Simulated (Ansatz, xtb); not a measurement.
Relative energy of two structures of B2ClGaH4Si

Structure a: a singlet given by its coordinates. Structure b: a singlet given by its coordinates. Both are isolated molecules in the gas phase, relaxed with PBE-D3(BJ)/def2-SVP.

a (Å):

```json
{"atom": "B", "x (Å)": "0.3908", "y (Å)": "-0.5479", "z (Å)": "0.3496"}
{"atom": "B", "x (Å)": "-1.9323", "y (Å)": "1.5838", "z (Å)": "-0.6909"}
{"atom": "Cl", "x (Å)": "1.5363", "y (Å)": "0.8441", "z (Å)": "0.0956"}
{"atom": "Ga", "x (Å)": "-0.0165", "y (Å)": "1.6922", "z (Å)": "-2.0130"}
{"atom": "Si", "x (Å)": "-1.4752", "y (Å)": "-0.1768", "z (Å)": "-0.0904"}
{"atom": "H", "x (Å)": "0.9429", "y (Å)": "-1.5767", "z (Å)": "0.6736"}
{"atom": "H", "x (Å)": "-2.3357", "y (Å)": "-1.3668", "z (Å)": "-0.4264"}
{"atom": "H", "x (Å)": "-1.1873", "y (Å)": "2.5215", "z (Å)": "-0.3552"}
{"atom": "H", "x (Å)": "-2.9376", "y (Å)": "1.8955", "z (Å)": "-1.3008"}
```

Close contacts (Å): B1–Cl3 1.82, B1–Si5 1.95, B2–Ga4 2.33, B2–Si5 1.92, Cl3–Ga4 2.75, B1–H6 1.21, B2–H8 1.24, B2–H9 1.22, Ga4–H8 2.19, Si5–H7 1.51.

b (Å):

```yaml
atoms:
  - { symbol: B, position_ang: [-1.0651, -0.1741, -0.2480] }
  - { symbol: B, position_ang: [0.1728, 0.8985, -0.3320] }
  - { symbol: Cl, position_ang: [3.8009, 0.5385, -2.1034] }
  - { symbol: Ga, position_ang: [1.9807, -0.1011, -1.1471] }
  - { symbol: Si, position_ang: [0.2330, -1.6344, -0.6653] }
  - { symbol: H, position_ang: [-2.2278, -0.2690, 0.0669] }
  - { symbol: H, position_ang: [0.6708, -2.1657, 0.6964] }
  - { symbol: H, position_ang: [0.5758, 1.5925, 0.5855] }
  - { symbol: H, position_ang: [0.4116, 1.2589, -1.5075] }
```

Close contacts (Å): B1–B2 1.64, B1–Si5 2.00, B2–Ga4 2.22, Cl3–Ga4 2.15, Ga4–Si5 2.37, B1–H6 1.21, B2–H8 1.22, B2–H9 1.25, Ga4–H9 2.11, Si5–H7 1.53.

Problem. Estimate which is lower in electronic energy at CCSD(T)/def2-SVP + ΔMP2/def2-TZVPP, and by roughly how much.

Solution. The CCSD(T)/def2-SVP + ΔMP2/def2-TZVPP calculation puts structure a lower, by 1.90 kcal/mol.

The same difference at several levels:

```csv
level,geometry,E(b) − E(a) (kcal/mol),departure from the last row (kcal/mol),"job, with rough time for the two"
PBE-D3(BJ)/def2-SVP,PBE-D3(BJ)/def2-SVP,+3.92,+2.03,"optimisation, 50 s"
HF/def2-SVP,PBE-D3(BJ)/def2-SVP,+1.13,−0.77,part of the CCSD(T) run
MP2/def2-SVP,PBE-D3(BJ)/def2-SVP,−0.72,−2.61,part of the CCSD(T) run
CCSD(T)/def2-SVP,PBE-D3(BJ)/def2-SVP,+2.53,+0.63,single point
CCSD(T)/def2-SVP + ΔMP2/def2-TZVPP,PBE-D3(BJ)/def2-SVP,+1.90,,"single point, 48 s"
```

MP2/def2-SVP puts the two in the other order. The largest departure from CCSD(T)/def2-SVP + ΔMP2/def2-TZVPP is that of MP2/def2-SVP, 2.61 kcal/mol. Levels run at GFN2-xTB geometries aren't shown. The last row adds to CCSD(T) the change of the MP2 difference between the two basis sets, here −0.63 kcal/mol.

With harmonic frequencies from PBE-D3(BJ)/def2-SVP (ideal gas, rigid rotor, one conformer each, 298.15 K, 1 atm): the zero-point term adds −0.94 kcal/mol; ΔH is +1.11 and ΔG +0.90 kcal/mol.

The correlated steps freeze 21 core orbitals; the filled d shell of Ga is correlated, in a basis made for valence electrons. Run with Ansatz 0.2.0; the last row on 2 threads of Intel(R) Xeon(R) Platinum 8259CL CPU @ 2.50GHz (Skylake/Cascade Lake) on a shared host.
